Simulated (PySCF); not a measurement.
PBE0-D3(BJ)/def2-TZVP geometry optimisation, gas phase with PySCF 2.14 and geomeTRIC: Co(OH)2, charge 0, multiplicity 4. Start (model start, shaken):

```
5

Co    0.0000    0.0045   -0.0041
O    -0.0134   -0.0068    1.8201
H     0.8009    0.0201    2.3676
O    -0.0093    0.0073   -1.8296
H    -0.7984   -0.0140   -2.3754
```

```tsv
step	E − E(start) / kcal mol⁻¹	largest force / Eh bohr⁻¹
0	0.00	0.02237
1	-2.24	0.00452
2	-2.34	0.00166
3	-2.43	0.00123
4	-2.46	0.00049
5	-2.47	0.00021
```

The optimisation met its thresholds. End point:

```
5

Co   -0.0059    0.0026   -0.0042
O     0.0163    0.0011    1.7503
H     0.7631    0.0230    2.3457
O    -0.0231    0.0045   -1.7593
H    -0.7705   -0.0201   -2.3539
```

Metal–donor distances, start → end: O2 1.824 → 1.755 Å, O4 1.826 → 1.755 Å.

No frequencies were computed, so the end point may be a saddle point.

The job took 42 s on one thread of Arm Neoverse V2 (shared host), with 119 basis functions, launched as `OMP_NUM_THREADS=1 python lf_run.py task.json out`.
